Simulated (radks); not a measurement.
Question: The mean radii <r> (bohr) of the occupied orbitals of an atom or ion are listed with their occupations. All-electron calculation, scalar-relativistic Kohn-Sham, SCAN, spin-polarised, spherical densities, finite nucleus; meta-GGA in the generalised Kohn-Sham scheme; Fermi nuclear charge, rms radius of each element as measured or else 0.836 A^(1/3) + 0.57 fm. Program: a radial shooting solver on a logarithmic mesh with Libxc functionals.

orbital  occ.      <r>
1s up       1  0.02507
1s down     1  0.02507
2s up       1   0.1074
2s down     1   0.1074
2p up       3  0.09425
2p down     3  0.09425
3s up       1   0.2846
3s down     1   0.2846
3p up       3   0.2828
3p down     3   0.2828
3d up       5   0.2600
3d down     5   0.2600
4s up       1   0.6543
4s down     1   0.6544
4p up       3   0.6931
4p down     3   0.6932
4d up       5   0.7684
4d down     5   0.7682
5s up       1    1.574
5s down     1    1.565
5p up       3    1.838
5p down     3    1.802
6s up       1    4.412
5d up       2    3.199

Name the element and its charge. Open shells, if any, are filled with parallel spins first.

Answer: Z = 57, lanthanum, charge 0: La in [Xe] 5d2 6s1. The 1s radius gives Z: for a bare nucleus <r> = (2 gamma + 1)/(2Z) with gamma = sqrt(1 - (Z/c)^2), 0.02473 bohr for Z = 57, and screening makes it slightly larger (0.02507 here). The occupations add up to 57, and the charge is Z minus that.
